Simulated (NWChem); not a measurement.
System: silanone (SiH₂O); SMILES O=[SiH2]

All runs: NWChem. Coordinates come from a PBE-D3(BJ)/def2-SVP optimisation. Total energies compare along this basis series because the functional is fixed.

```csv
level,basis functions,energy (Ha),highest occupied level (eV),orbital gap (eV),dipole (D)
PBE0/def2-SVP,42,-365.5319,-8.05,6.01,3.46
PBE0/def2-SVPD,63,-365.5434,-8.27,5.87,3.93
PBE0/def2-TZVP,80,-365.7360,-8.20,5.87,3.79
PBE0/def2-TZVPP,101,-365.7365,-8.20,5.87,3.79
PBE0/def2-QZVP,187,-365.7511,-8.24,5.83,3.85
```
